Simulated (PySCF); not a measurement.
**Radial density of Ar⁺ (argon, charge +1)**

PW91, [Ne] 3s1 3p5 4s1, high-spin 4P determinant (an excited configuration). Calculation: PySCF 2.14, in dyall-av3z; the non-relativistic Hamiltonian (point nucleus).

```tsv
r (bohr)	4πr²ρ (e/bohr)	4πr²(ρα − ρβ)
0.00132	0.07984	0.0004
0.00222	0.2187	0.0011
0.00373	0.5859	0.0030
0.00627	1.513	0.0077
0.0105	3.669	0.0185
0.0177	8.016	0.0399
0.0298	14.72	0.0704
0.0502	20.39	0.0876
0.0844	18.80	0.0715
0.142	14.58	0.1610
0.239	19.67	0.4404
0.402	16.95	0.1466
0.676	5.186	0.4197
1.14	5.008	1.8754
1.91	2.381	0.7673
3.22	0.4773	0.3506
5.41	0.1030	0.1022
9.10	0.0004195	0.0004
```

The outer electron is Rydberg-like, and this basis confines it to a smaller radius and binds it less than a complete one would.
